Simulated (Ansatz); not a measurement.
GeClH3 (GeH₃Cl) was relaxed with PBE-D4 (def2-TZVP) in Ansatz in these states: charge +1 doublet, neutral singlet. The geometries follow in no particular order.

A:

```xyz
5

Ge    0.3143    0.0132   -0.0679
Cl   -1.7500   -0.2852   -0.6986
H    -0.4630    0.2306    1.3668
H     0.8363    1.3670   -0.5654
H     1.0625   -1.3255   -0.0348
```

B:

```xyz
5

Ge   -0.052    0.030   -0.150
Cl    0.646   -0.370    1.868
H     0.283   -1.213   -1.002
H     0.697    1.283   -0.651
H    -1.574    0.270   -0.066
```

Q: Judge from the bond lengths which geometry belongs to which state (an estimate).

A: A is the charge +1 doublet (Ge1–H3 1.646 Å, Ge1–H5 1.534 Å, Ge1–H4 1.534 Å); B is the neutral singlet (Ge1–H3 1.543 Å, Ge1–H5 1.543 Å, Ge1–H4 1.543 Å).
